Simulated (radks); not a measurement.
The numbers below are computed, except where a source is named.
Problem. The molybdenum ion Mo+, [Kr] 4d5. Code: a radial shooting solver on a logarithmic mesh with Libxc functionals. Model: non-relativistic Kohn-Sham, r2SCAN, spin-polarised, spherical densities, point nucleus; meta-GGA in the generalised Kohn-Sham scheme. Every spin shell is full or empty, so the densities are truly spherical. Functionals are evaluated on that one density, not self-consistently. Rank these exchange functionals by their error against the exact value of the orbitals, and give that value: LDA, PBE, PBEsol, revPBE, PW91, PW86, EV93, APBE, r2SCAN, MVS.

Solution. Exact: -119.755 hartree. From best to worst, with 100 (|E| - |E exact|)/|E exact| (equal figures are ties): PW91 -0.02, MVS +0.06, r2SCAN -0.06, PW86 -0.10, EV93 -0.17, revPBE -0.28, APBE +0.35, PBE -0.44, PBEsol -2.42, LDA -5.23.
